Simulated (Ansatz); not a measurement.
## Nudged elastic band run: FGe$_{2}$H$_{7}$O

Input:

```yaml
crystal:
  periodic: [false, false, false]
  atoms:
    - { symbol: Ge, position_ang: [-0.031825, 0.405102, 0.195037] }
    - { symbol: Ge, position_ang: [0.011242, 0.42409, 2.619955] }
    - { symbol: H, position_ang: [-1.280692, -0.231516, 3.136304] }
    - { symbol: H, position_ang: [1.22518, -0.375583, 3.120594] }
    - { symbol: H, position_ang: [0.096182, 1.87031, 3.132879] }
    - { symbol: H, position_ang: [1.190535, 0.909811, -0.582162] }
    - { symbol: F, position_ang: [-1.391097, 1.405614, -0.264902] }
    - { symbol: O, position_ang: [-0.35023, -1.210806, -0.466796] }
    - { symbol: H, position_ang: [-1.161127, -1.607408, -0.126679] }
    - { symbol: H, position_ang: [0.678868, -3.052469, 0.948765] }
    - { symbol: H, position_ang: [0.857363, -3.561045, 1.489006] }
basis:
  gaussian: { orbitals: def2-SVP }
hamiltonian:
  xc: pbe0
neb:
  order_check: false
  images: 4
  f_tol: 0.05
  max_iterations: 60
  climbing: false
  final_atoms:
    - { symbol: Ge, position_ang: [0.22568081, -0.34371588, -0.90649124] }
    - { symbol: Ge, position_ang: [-0.09295178, -0.2710039, 3.34886108] }
    - { symbol: H, position_ang: [-1.38670393, 0.37679487, 2.84382227] }
    - { symbol: H, position_ang: [-0.30938389, -0.81117263, 4.77446077] }
    - { symbol: H, position_ang: [1.06685447, 0.73087237, 3.34917255] }
    - { symbol: H, position_ang: [-0.4467843, 0.3226157, -2.10471163] }
    - { symbol: F, position_ang: [0.39491163, 0.85740061, 0.35549858] }
    - { symbol: O, position_ang: [-0.9031059, -1.55555893, -0.30907929] }
    - { symbol: H, position_ang: [-0.61588432, -1.96058373, 0.51844505] }
    - { symbol: H, position_ang: [1.64101278, -0.89904209, -1.11610249] }
    - { symbol: H, position_ang: [0.27075344, -1.4705064, 2.44812535] }
  initial_path:
    images:
      - { positions_ang: [[-0.031825, 0.405102, 0.195037], [0.011242, 0.42409, 2.619955], [-1.280692, -0.231516, 3.136304], [1.22518, -0.375583, 3.120594], [0.096182, 1.87031, 3.132879], [1.190535, 0.909811, -0.582162], [-1.391097, 1.405614, -0.264902], [-0.35023, -1.210806, -0.466796], [-1.161127, -1.607408, -0.126679], [0.678868, -3.052469, 0.948765], [0.857363, -3.561045, 1.489006]] }
      - { positions_ang: [[-0.04151134, 0.24090861, 0.11646738], [0.00946658, 0.25722147, 2.67111991], [-1.30723467, -0.34248952, 3.20124755], [1.19522126, -0.59124079, 3.16971345], [0.15880811, 1.70273888, 3.18105666], [1.27052711, 0.57934779, -0.5697739], [-1.21232208, 1.36771654, -0.37755178], [-0.5345264, -1.32711657, -0.50687608], [-1.18378236, -1.76097403, 0.01083387], [0.70541239, -2.46011242, 0.79756394], [0.78434039, -2.68989995, 1.50820001]] }
      - { positions_ang: [[-0.05119769, 0.07671523, 0.03789777], [0.00769116, 0.09035294, 2.72228482], [-1.33377733, -0.45346305, 3.2661911], [1.16526252, -0.80689857, 3.21883289], [0.22143422, 1.53516775, 3.22923432], [1.35051922, 0.24888458, -0.5573858], [-1.03354716, 1.32981907, -0.49020156], [-0.71882279, -1.44342714, -0.54695617], [-1.20643771, -1.91454005, 0.14834673], [0.73195678, -1.86775584, 0.64636288], [0.71131778, -1.81875491, 1.52739402]] }
      - { positions_ang: [[0.00030347, -0.07304835, -0.18240788], [-0.01314759, -0.04866584, 2.86806604], [-1.35497972, -0.33180088, 3.20769475], [0.85834974, -0.8940165, 3.54960625], [0.41556871, 1.30728023, 3.27249303], [1.02305536, 0.13144552, -0.86189573], [-0.67634543, 1.2201764, -0.36612144], [-0.82939797, -1.51237772, -0.51541283], [-1.09738917, -1.9851752, 0.27737154], [0.92438573, -1.43707046, 0.23338938], [0.59399587, -1.40064718, 1.71921789]] }
      - { positions_ang: [[0.11299214, -0.20838212, -0.54444956], [-0.05304969, -0.15983487, 3.10846356], [-1.37084183, 0.022497, 3.02575851], [0.27448293, -0.85259457, 4.16203351], [0.74121159, 1.0190763, 3.31083279], [0.28813553, 0.22703061, -1.48330368], [-0.1407169, 1.03878851, -0.00531143], [-0.86625194, -1.53396833, -0.41224606], [-0.85663674, -1.97287946, 0.3979083], [1.28269926, -1.16805628, -0.44135656], [0.43237465, -1.43557679, 2.08367162]] }
      - { positions_ang: [[0.22568081, -0.34371588, -0.90649124], [-0.09295178, -0.2710039, 3.34886108], [-1.38670393, 0.37679487, 2.84382227], [-0.30938389, -0.81117263, 4.77446077], [1.06685447, 0.73087237, 3.34917255], [-0.4467843, 0.3226157, -2.10471163], [0.39491163, 0.85740061, 0.35549858], [-0.9031059, -1.55555893, -0.30907929], [-0.61588432, -1.96058373, 0.51844505], [1.64101278, -0.89904209, -1.11610249], [0.27075344, -1.4705064, 2.44812535]] }
```

Command:

```bash
$ ansatz run input.yaml --threads 4 --pin off --max-ram 5120MiB --backend cpu --events-out ev --progress --plain --runs-dir out
```

Output, in part (warnings, iteration lines, the closing report on the highest movable image, with atoms numbered from 0):

```
NEB end point (image 0): max|allowed force component| = 2.565e-2 eV/Å (the criterion of neb.relax_end_points is 1.000e-2)
NEB end point (image 5): max|allowed force component| = 2.035e-2 eV/Å (the criterion of neb.relax_end_points is 1.000e-2)
NEB iter   1: max|band force component| = 3.393e1 eV/Å  barrier→ = 12.1335 eV  barrier← = 12.1846 eV  Δτ_max = 0.2000 Å  (155 SCF iters)
NEB iter   2: max|band force component| = 1.014e1 eV/Å  barrier→ = 5.4155 eV  barrier← = 5.4666 eV  Δτ_max = 0.2000 Å  (129 SCF iters)
NEB iter   3: max|band force component| = 5.267e0 eV/Å  barrier→ = 3.3297 eV  barrier← = 3.3808 eV  Δτ_max = 0.2000 Å  (126 SCF iters)
NEB iter   4: max|band force component| = 2.063e0 eV/Å  barrier→ = 2.0515 eV  barrier← = 2.1026 eV  Δτ_max = 0.2000 Å  (119 SCF iters)
NEB iter   5: max|band force component| = 1.568e0 eV/Å  barrier→ = 1.3168 eV  barrier← = 1.3679 eV  Δτ_max = 0.2000 Å  (116 SCF iters)
NEB iter   6: max|band force component| = 1.767e0 eV/Å  barrier→ = 1.0397 eV  barrier← = 1.0908 eV  Δτ_max = 0.0984 Å  (115 SCF iters)
NEB iter   7: max|band force component| = 1.183e0 eV/Å  barrier→ = 0.9278 eV  barrier← = 0.9790 eV  Δτ_max = 0.1041 Å  (116 SCF iters)
NEB iter   8: max|band force component| = 5.106e-1 eV/Å  barrier→ = 0.8394 eV  barrier← = 0.8905 eV  Δτ_max = 0.1959 Å  (115 SCF iters)
NEB iter   9: max|band force component| = 1.712e-1 eV/Å  barrier→ = 0.7833 eV  barrier← = 0.8344 eV  Δτ_max = 0.0826 Å  (116 SCF iters)
NEB iter  10: max|band force component| = 2.659e-1 eV/Å  barrier→ = 0.7861 eV  barrier← = 0.8372 eV  Δτ_max = 0.0418 Å  (118 SCF iters)
NEB iter  11: max|band force component| = 1.268e-1 eV/Å  barrier→ = 0.7704 eV  barrier← = 0.8215 eV  Δτ_max = 0.0830 Å  (118 SCF iters)
NEB iter  12: max|band force component| = 2.255e-1 eV/Å  barrier→ = 0.7530 eV  barrier← = 0.8042 eV  Δτ_max = 0.0415 Å  (116 SCF iters)
NEB iter  13: max|band force component| = 1.979e-1 eV/Å  barrier→ = 0.7584 eV  barrier← = 0.8096 eV  Δτ_max = 0.0415 Å  (117 SCF iters)
NEB iter  14: max|band force component| = 1.693e-1 eV/Å  barrier→ = 0.7516 eV  barrier← = 0.8027 eV  Δτ_max = 0.0415 Å  (110 SCF iters)
NEB iter  15: max|band force component| = 1.254e-1 eV/Å  barrier→ = 0.7486 eV  barrier← = 0.7997 eV  Δτ_max = 0.0827 Å  (104 SCF iters)
NEB iter  16: max|band force component| = 1.085e-1 eV/Å  barrier→ = 0.7349 eV  barrier← = 0.7860 eV  Δτ_max = 0.1615 Å  (102 SCF iters)
NEB iter  17: max|band force component| = 1.128e-1 eV/Å  barrier→ = 0.7147 eV  barrier← = 0.7658 eV  Δτ_max = 0.0829 Å  (103 SCF iters)
NEB iter  18: max|band force component| = 1.545e-1 eV/Å  barrier→ = 0.7139 eV  barrier← = 0.7650 eV  Δτ_max = 0.0417 Å  (105 SCF iters)
NEB iter  19: max|band force component| = 1.357e-1 eV/Å  barrier→ = 0.7125 eV  barrier← = 0.7637 eV  Δτ_max = 0.0416 Å  (118 SCF iters)
NEB iter  20: max|band force component| = 8.828e-2 eV/Å  barrier→ = 0.7025 eV  barrier← = 0.7536 eV  Δτ_max = 0.0416 Å  (109 SCF iters)
NEB iter  21: max|band force component| = 6.154e-2 eV/Å  barrier→ = 0.6982 eV  barrier← = 0.7494 eV  Δτ_max = 0.0415 Å  (110 SCF iters)
NEB iter  22: max|band force component| = 5.148e-2 eV/Å  barrier→ = 0.6923 eV  barrier← = 0.7434 eV  Δτ_max = 0.0415 Å  (101 SCF iters)
NEB iter  23: max|band force component| = 4.239e-2 eV/Å  barrier→ = 0.6895 eV  barrier← = 0.7407 eV  Δτ_max = 0.0000 Å  (206 SCF iters)
Total energy: -117877.44390910 eV, -4331.9161634582 hartree
Atom 0 at     0.241767    -0.500599    -0.358074 Å, force     0.245506    -0.290485    -0.495362 eV/Å
Atom 1 at     0.103915    -0.116161     3.018336 Å, force     0.151342    -0.109618     0.326765 eV/Å
Atom 2 at    -1.417046    -0.342195     2.944325 Å, force     0.117853    -0.100678    -0.056070 eV/Å
Atom 3 at     0.667510    -0.790993     4.265589 Å, force    -0.069097     0.073108     0.538987 eV/Å
Atom 4 at     0.402527     1.389550     3.008704 Å, force     0.078704    -0.094520     0.014365 eV/Å
Atom 5 at     0.913142     0.281394    -1.466114 Å, force    -0.124926     0.098915    -0.541177 eV/Å
Atom 6 at    -0.646538     0.776460     0.472831 Å, force     0.469260    -0.356875     0.289375 eV/Å
Atom 7 at    -1.050194    -1.581040    -0.856372 Å, force    -0.092524    -0.062335    -0.269919 eV/Å
Atom 8 at    -1.618543    -1.872923    -0.135016 Å, force     0.024068     0.037334    -0.009317 eV/Å
Atom 9 at     1.327507    -1.358429     0.352688 Å, force    -0.291115     0.326424    -0.298904 eV/Å
Atom 10 at     0.920351    -0.908964     1.955103 Å, force    -0.509071     0.478732     0.501256 eV/Å
Dipole moment:     0.180347    -0.201195     0.044189 e Å
```

The run converged. No image climbed, so the highest image needn't sit at the top of the path. A band with more images between the same ends climbed to 2.74 eV, so this one has probably stepped over the top. The orbitals stay closed-shell, which can raise the energy where a bond breaks towards radicals; this wasn't checked here.

Final band (atoms are numbered from 1 in the order of the input):

```tsv
image	path coordinate (Å)	energy (kJ/mol)	Ge1–Ge2 (Å)	H10–H11 (Å)	Ge1–H10 (Å)
0	0.00	0.0	2.43	0.76	3.61
1	1.86	1.8	2.43	0.76	3.17
2	3.71	61.8	2.51	0.77	2.41
3	5.57	66.5	3.40	1.71	1.56
4	7.43	-2.5	4.16	2.82	1.53
5	9.29	-4.9	4.27	3.86	1.53
```

Run time: 2.3 min on 4 threads of Intel(R) Xeon(R) 6975P-C (Granite Rapids), with other jobs on the host, peak memory 0.37 GiB.
